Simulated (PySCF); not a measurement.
**Fe(14+) (iron, charge +14) across methods**

[Ne] 3s2, closed-shell 1S. All numbers are calculated (PySCF 2.14, scalar relativity by spin-free X2C-1e, in an uncontracted even-tempered set (18 s from 1.1 bohr⁻², ratio 2.5; 11 p from 1.4 bohr⁻², ratio 2.5; 5 d from 5.7 bohr⁻², ratio 2.7; 4 f from 8.5 bohr⁻², ratio 2.7)).

| method | E (hartree) | mean ε 2s (eV) | mean ε 2p (eV) | mean ε 3s (eV) | Σ⟨r²⟩ (bohr²) | ⟨S²⟩ |
| --- | --- | --- | --- | --- | --- | --- |
| PBE | -1183.136 | -1246.2 | -1128.6 | -441.36 | 1.629 | 0.000 |
| PBE0 | -1183.183 | -1262.7 | -1141.3 | -444.61 | 1.629 | 0.000 |
| UHF | -1182.85065 | -1310.6 | -1177.7 | -453.08 | 1.633 | 0.000 |
| LDA | -1180.745 | -1243.8 | -1127.9 | -441.32 | 1.630 | 0.000 |
| r2SCAN | -1183.323 | -1255.1 | -1134.3 | -441.71 | 1.632 | 0.000 |
| B97-3 | -1183.290 | -1264.2 | -1142.3 | -444.89 | 1.627 | 0.000 |
| B3LYP | -1183.363 | -1259.4 | -1139.2 | -444.29 | 1.629 | 0.000 |
